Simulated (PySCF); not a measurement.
Spinor energies of Pt⁷⁷⁺ (platinum, charge +77)

Start: 1s1; 1s1/2 filled at m_j = +1/2. Calculated with PySCF 2.14 in an uncontracted even-tempered set (15 s from 280 bohr⁻², ratio 2.4; 11 p from 360 bohr⁻², ratio 2.4; 3 d from 1100 bohr⁻², ratio 2.6; 3 f from 1600 bohr⁻², ratio 2.6): generalised Hartree-Fock with the X2C-1e Hamiltonian and a Gaussian nucleus; one run each with spin-orbit coupling (SO) switched off, then screened by Boettger's factors.

```tsv
spinor shell	electrons	ε, spin-free (eV)	ε, screened SO (eV)	weight of nominal j (screened SO)	rms radius, screened SO (bohr)
1s1/2	1	-90809.8	-90809.8	1.000	0.0191
```

```csv
quantity,spin-free,screened SO
E (hartree),-3337.19715,-3337.19715
M_J,1/2,1/2
⟨J²⟩,0.750,0.750
⟨L²⟩,0.000,0.000
⟨S²⟩,0.750,0.750
```

Breit and QED terms are absent; they matter most for the inner s and p1/2 levels.

Densities and radii are taken from the X2C orbitals without a picture-change correction, which distorts them close to the nucleus.

Without spin-orbit coupling the j labels of p, d and f shells carry no meaning; the spin-free column gives the mean over the occupied spinors of each nl shell.
